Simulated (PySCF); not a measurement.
Species: C5H10OSi.
SMILES: `C=C[Si@@H]1CCCO1`

Computed with PySCF at wB97X-D/def2-SVPD, non-relativistic, on one gas-phase PBE0-D3(BJ)/def2-SVP geometry that isn't relaxed in the solvent. The solvent is an IEF-PCM continuum (cavity from Bondi-type radii × 1.2), and excitations are vertical TDDFT with non-equilibrium linear response and a frozen core. The model holds no explicit solvent molecules, cavitation or dispersion.

Gas-phase singlets (H = HOMO, L = LUMO):

```
state  E (eV)  λ (nm)      f  leading configurations
   S1   6.293     197  0.001      H→L 60%, H-4→L 15%
   S2   6.979     178  0.384      H-1→L 71%, H→L 22%
   S3   7.447     166  0.065    H-4→L 22%, H-2→L 15%
   S4   7.699     161  0.058    H-2→L 60%, H-4→L 26%
   S5   7.779     159  0.007    H→L+1 55%, H-2→L 11%
```

**Question.** Give the list for tetrahydrofuran (ε = 7.426), n² = 1.97.

**Answer.** 
```tsv
state	E (eV)	λ (nm)	f	leading configurations	change by rank (eV)
S1	6.288	197	0.003	H→L 48%, H-1→L 25%	-0.005
S2	6.849	181	0.517	H-1→L 63%, H→L 32%	-0.130
S3	7.428	167	0.057	H-2→L 29%, H→L+1 12%	-0.019
S4	7.640	162	0.041	H-2→L 53%, H-4→L 23%	-0.059
S5	7.858	158	0.011	H→L+1 52%, H→L+2 11%	+0.079
```

**Question.** The ground-state energy changes by -0.130 eV from gas to tetrahydrofuran. By how much does the total energy of gas-phase S2 change?

**Answer.** E(S2) = E(S0) + excitation energy, so it changes by -0.130 − 0.130 = -0.260 eV: it is lowered more than the ground state, which is what a red shift means. This is the vertical state, with the slow part of the continuum still set for S0.

**Question.** How do the frontier levels move from gas to tetrahydrofuran?

**Answer.** 
```
orbital  gas (eV)  solvent (eV)  change (eV)
 LUMO+2      2.63          2.72        +0.09
 LUMO+1      2.34          2.43        +0.09
   LUMO      1.23          1.26        +0.03
   HOMO     -9.58         -9.63        -0.05
 HOMO-1     -9.77         -9.72        +0.05
 HOMO-2    -10.56        -10.53        +0.03
 HOMO-3    -10.75        -10.77        -0.02
```

The HOMO–LUMO gap goes from 10.82 to 10.89 eV.

On one thread of an Arm Neoverse N1, shared host, this took 79 s wall and 1.1 GiB of memory at its peak. This is the whole response run at wB97X-D/def2-SVPD in tetrahydrofuran, SCF included.

wB97X-D is run here without its empirical dispersion term; that term would change no orbital, density or response property at a fixed geometry.
